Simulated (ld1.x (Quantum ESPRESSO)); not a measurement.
**u(r) = r·R(r): atom against pseudo-atom (ytterbium)**

Columns: radius, all-electron u(r) and pseudo u(r) of the 5p shell (level -27.46 eV) of ytterbium in the configuration [Kr] 4d10 4f14 5s2 5p6 5d0 6s2 6p0; PBEsol, scalar-relativistic, ultrasoft scheme, ld1.x (Quantum ESPRESSO) 7.5.

```csv
r (bohr),all-electron,pseudo
0.123,-0.2437,-0.0162
0.245,-0.0123,-0.0630
0.368,0.4460,-0.1369
0.490,0.3799,-0.2305
0.613,0.0314,-0.3374
0.735,-0.3410,-0.4470
0.858,-0.6346,-0.5524
0.980,-0.8230,-0.6438
1.103,-0.9220,-0.7162
1.225,-0.9517,-0.7643
1.348,-0.9338,-0.7866
1.470,-0.8858,-0.7834
1.593,-0.8197,-0.7572
1.715,-0.7457,-0.7127
1.838,-0.6687,-0.6546
1.960,-0.5940,-0.5897
2.083,-0.5229,-0.5224
2.205,-0.4578,-0.4580
2.328,-0.3984,-0.3984
2.450,-0.3456,-0.3456
2.573,-0.2985,-0.2985
2.695,-0.2575,-0.2575
2.818,-0.2213,-0.2213
2.940,-0.1902,-0.1902
3.063,-0.1629,-0.1629
3.185,-0.1396,-0.1396
```

How many radial nodes do the two functions have?

The all-electron 5p function has n − l − 1 = 3 (the table is too coarse to show those close to the nucleus); the pseudo-wave has 0, since the states of the same l below it are removed with the core.

At about which radius was the pseudo-wave matched?

2.40 bohr. The columns agree to 0.0005 from 2.21 bohr on; several derivatives are matched, so the curves merge somewhat inside the radius.

Is the pseudo-wave norm-conserving?

No, it belongs to an ultrasoft set: the norm inside the radius is not constrained, and the difference is carried by the augmentation charge.
